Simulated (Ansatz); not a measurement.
Ansatz (a program for electronic structure) input (CCSD(T)/aug-cc-pV(D+d)Z):
A basis named .json is the Basis Set Exchange file of that set.

Ansatz 0.2 input:
```yaml
crystal:
  periodic: [false, false, false]
  atoms:
    - {symbol: Si, position_ang: [-0.03381757, -0.02551854, -0.01861664]}
    - {symbol: F, position_ang: [0.08989697, -0.32540109, -1.60244192]}
    - {symbol: C, position_ang: [-1.56995693, -0.85099520, 0.56488815]}
    - {symbol: C, position_ang: [1.48516638, -0.72612650, 0.80934686]}
    - {symbol: C, position_ang: [-0.11806334, 1.82565980, 0.20317054]}
    - {symbol: H, position_ang: [-2.21056671, -1.43229807, -0.08900380]}
    - {symbol: H, position_ang: [-1.90942884, -0.79752153, 1.59420880]}
    - {symbol: H, position_ang: [1.57725949, -1.79742714, 0.62313560]}
    - {symbol: H, position_ang: [1.43779574, -0.57562291, 1.89061267]}
    - {symbol: H, position_ang: [2.38859666, -0.23530530, 0.44017283]}
    - {symbol: H, position_ang: [-0.23264197, 2.08146058, 1.25935845]}
    - {symbol: H, position_ang: [-0.96475990, 2.24997966, -0.33894251]}
    - {symbol: H, position_ang: [0.79524216, 2.30137561, -0.16136491]}
basis:
  gaussian:
    orbitals: aug-cc-pV_D+d_Z.json
magnetization: {spin_polarized: true, initial_magnetization: 1}
correlation: {method: ccsd_t, electrons: outside_noble_gas}
output: {forces: true}
```

End of the output:

```
cycle   2  -21.34957354 eV  change   -4.8e-1 eV  update   3.0e-2
cycle   3  -21.47492620 eV  change   -1.3e-1 eV  update   1.5e-2
cycle   4  -21.47691406 eV  change   -2.0e-3 eV  update   4.3e-3
cycle   5  -21.47493433 eV  change    2.0e-3 eV  update   2.0e-3
cycle   6  -21.47523701 eV  change   -3.0e-4 eV  update   9.2e-4
cycle   7  -21.47544574 eV  change   -2.1e-4 eV  update   3.6e-4
cycle   8  -21.47547495 eV  change   -2.9e-5 eV  update   1.6e-4
cycle   9  -21.47548790 eV  change   -1.3e-5 eV  update   6.6e-5
cycle  10  -21.47546731 eV  change    2.1e-5 eV  update   2.7e-5
cycle  11  -21.47545976 eV  change    7.6e-6 eV  update   1.2e-5
cycle  12  -21.47546445 eV  change   -4.7e-6 eV  update   4.2e-6
cycle  13  -21.47546712 eV  change   -2.7e-6 eV  update   1.6e-6
perturbative correction -0.62204206 eV, -0.0228596242 hartree
the calculation of the forces begins
1.14 GiB of device memory are held for the factors and their scratch space
Total energy: -13810.75782577 eV, -507.5359888291 hartree
Atom 0 at    -0.033818    -0.025519    -0.018617 Å, force     0.100065     0.209287     0.619386 eV/Å
Atom 1 at     0.089897    -0.325401    -1.602442 Å, force     0.066310    -0.165570    -0.868491 eV/Å
Atom 2 at    -1.569957    -0.850995     0.564888 Å, force     0.119951     0.067849    -0.044737 eV/Å
Atom 3 at     1.485166    -0.726127     0.809347 Å, force    -0.237464     0.114711    -0.151674 eV/Å
Atom 4 at    -0.118063     1.825660     0.203171 Å, force     0.021293    -0.298410    -0.053264 eV/Å
Atom 5 at    -2.210567    -1.432298    -0.089004 Å, force    -0.308654    -0.284704    -0.330199 eV/Å
Atom 6 at    -1.909429    -0.797522     1.594209 Å, force    -0.164932     0.026413     0.503545 eV/Å
Atom 7 at     1.577259    -1.797427     0.623136 Å, force     0.043767    -0.486735    -0.080377 eV/Å
Atom 8 at     1.437796    -0.575623     1.890613 Å, force    -0.015823     0.064684     0.492745 eV/Å
Atom 9 at     2.388597    -0.235305     0.440173 Å, force     0.407057     0.215458    -0.161479 eV/Å
Atom 10 at    -0.232642     2.081461     1.259358 Å, force    -0.052842     0.123124     0.478453 eV/Å
Atom 11 at    -0.964760     2.249980    -0.338943 Å, force    -0.384570     0.195666    -0.242609 eV/Å
Atom 12 at     0.795242     2.301376    -0.161365 Å, force     0.405842     0.218227    -0.161299 eV/Å
Dipole moment:    -0.022294     0.073624     0.368247 e Å
```

It need not be the lowest isomer of its formula.
